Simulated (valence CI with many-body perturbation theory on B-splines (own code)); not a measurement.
The numbers below are computed, except where a source is named.
Ladder of approximations for Pr LIII

Level of theory: valence CI with perturbative core correlation (CI+MBPT): five valence electrons over a frozen Dirac-Fock core [He], a basis of 9 s, 9 p, 8 d, 6 f, 3 g, 1 h functions for each j, with the one-electron correlation potential Σ1 (screened to all orders), the two-electron term Σ2, the three-electron term Σ3, Breit, model QED; selected single and double excitations, second order for the rest (own B-spline code, finite nucleus).

No measured spectrum was set against this ion. As an estimate, large intervals hold to a few tenths of a per cent, small ones and those within an open d or f shell to about a per cent. Among the levels kept, up to 1200 cm⁻¹ of a level comes from second order outside the variational space, and about a tenth of that is noise between levels of different J, which matters for small intervals.

Each rung adds one term. CI alone is the Dirac-Coulomb CI over the frozen core; QED comes last and gives the full result, which names the levels. Energies are above (2s^2 2p1/2^2 2p3/2) J=3/2 on the same rung, in Ry.

Levels are named by their leading jj configuration (3d3/2^4 stands for four electrons in 3d with j = 3/2), which in mixed levels can hold well under half, so a name can repeat and another be missing. Letters in brackets count levels of one name in rising energy.

```csv
Level,CI alone
(2s^2 2p1/2 2p3/2^2) J=3/2,36.16
(2s^2 2p1/2 2p3/2^2) J=5/2,38.08
(2s^2 2p1/2 2p3/2^2) J=1/2,40.28
(2s 2p1/2^2 2p3/2^2) J=5/2,54.60
(2s 2p1/2^2 2p3/2^2) J=1/2,59.96
(2s 2p1/2^2 2p3/2^2) J=3/2,60.33
(2s^2 2p3/2^3) J=3/2,76.67
(2s 2p1/2 2p3/2^3) J=3/2 [a],92.15
(2s 2p1/2 2p3/2^3) J=5/2,95.10
(2s 2p1/2 2p3/2^3) J=1/2,97.92
(2s 2p1/2 2p3/2^3) J=3/2 [b],98.91
(2p1/2^2 2p3/2^3) J=3/2,118.90
(2s 2p3/2^4) J=1/2,135.30
(2p1/2 2p3/2^4) J=1/2,156.79
(2s^2 2p1/2^2 3s) J=1/2,405.76
(2s^2 2p1/2^2 3p1/2) J=1/2,411.25
```

(1) What do these energies become with core correlation, Breit and QED?

(2) How does the ionisation energy move along the ladder, and which term matters most?

Answers

(1) (2s^2 2p1/2 2p3/2^2) J=3/2 35.69 (-0.464); (2s^2 2p1/2 2p3/2^2) J=5/2 37.25 (-0.825); (2s^2 2p1/2 2p3/2^2) J=1/2 39.90 (-0.373); (2s 2p1/2^2 2p3/2^2) J=5/2 53.84 (-0.762); (2s 2p1/2^2 2p3/2^2) J=1/2 59.55 (-0.411); (2s 2p1/2^2 2p3/2^2) J=3/2 59.66 (-0.669); (2s^2 2p3/2^3) J=3/2 75.69 (-0.976); (2s 2p1/2 2p3/2^3) J=3/2 [a] 91.12 (-1.030); (2s 2p1/2 2p3/2^3) J=5/2 93.70 (-1.392); (2s 2p1/2 2p3/2^3) J=1/2 96.88 (-1.045); (2s 2p1/2 2p3/2^3) J=3/2 [b] 97.65 (-1.255); (2p1/2^2 2p3/2^3) J=3/2 117.69 (-1.208); (2s 2p3/2^4) J=1/2 133.82 (-1.483); (2p1/2 2p3/2^4) J=1/2 155.09 (-1.696); (2s^2 2p1/2^2 3s) J=1/2 405.54 (-0.221); (2s^2 2p1/2^2 3p1/2) J=1/2 411.03 (-0.219).

(2) CI alone 10183, + Σ1 10183, + Σ2 10184, + Σ3 10183, + Breit 10176, + QED 10176 eV. The largest step is Breit, -7 eV. NIST lists 10175 ± 4 eV (theoretical).
